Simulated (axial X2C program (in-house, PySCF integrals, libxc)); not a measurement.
# CaIn: cheaper levels and CCSD(T), two-component

All values were computed with an axial X2C code built on PySCF integrals. Two-component (2c) means X2C with spin–orbit coupling and atomic mean-field two-electron Coulomb and Gaunt terms. Basis: In dyall-cv3z [11s12p9d4f1g], Ca dyall-cv3z [11s12p6d4f] (cores contracted in-house); Gaussian nuclei, density fitting, unrestricted open shells. Masses: In 114.904 u, Ca 39.963 u.

State: Ω = 1/2 (⟨Sz⟩ = -0.42, ⟨Lz⟩ = 0.92 at HF); fragments In + Ca.

```
 level  Re (Å)  ωe (cm⁻¹)
  PBE0   3.271      126.0
    HF   3.440      102.1
PBEsol   3.199      137.8
```

Correlated methods: 5 electrons correlated (number of frozen shells: In 4 s, 3 p, 2 d; Ca 3 s, 2 p), 313 virtual spin orbitals or spinors in MP2, 89 natural virtuals in coupled cluster.

CCSD(T), same Hamiltonian and basis:

Re = 3.477 Å, ωe = 91.8 cm⁻¹, De = 0.28 eV; T1 = 0.093 (Lee–Taylor normalisation).

Q: Give the differences from CCSD(T) in the columns below.

A: 

| level | ΔRe (Å) | Δωe (cm⁻¹) |
| --- | --- | --- |
| PBE0 | -0.206 | 34.2 |
| HF | -0.037 | 10.3 |
| PBEsol | -0.278 | 46.0 |

One determinant describes the state; a PBE0 search over occupations chose it and may have missed a lower one. Dissociation energies refer to the lowest single-determinant-based atoms at the same level and basis. De is not given where an atomic determinant may have missed its ground term or J level, or where the truncated virtual space spoils (T). Density functionals use the spin component along the axis (collinear). Coupled cluster ran in a truncated set of natural virtual spinors; the MP2 energy of the rest was added. (T) has no such correction and the atoms are truncated less, which lowers De at CCSD(T) by a hundredth of an eV or more. Other states lie close and PBE0, whose exact exchange favours high spin, may order them wrongly; the determinant shown need not be the ground state. The nearest other 2c determinant of the search, Ω = 3/2, lies 0.15 eV up at the distance of the search. Without a current term, density functionals place determinants with orbital angular momentum somewhat too high. The atomic limit has a lower orbital projection than the molecule and lies lower at mean-field level, so De may be about a tenth of an eV too small. The outer-core s and p shells of the metal are frozen in the correlated rows, which leaves out core–valence correlation; for alkali and alkaline-earth bonds that tends to lengthen them. The determinant is spin-polarised beyond a pure state at some levels (its spin-free form has ⟨S²⟩ too high), which makes Re and μ there less reliable. The T1 diagnostic is large, a sign of multireference character. With the outer-core shells frozen, correlated bond lengths of heavy atoms tend to come out a few hundredths of an ångström too long. The levels of this run spread widely (ωe from 92 to 138 cm⁻¹), so these constants depend on the method. The bond is weak, and without diffuse functions and with truncated virtuals even CCSD(T) can be tens of per cent off in De.
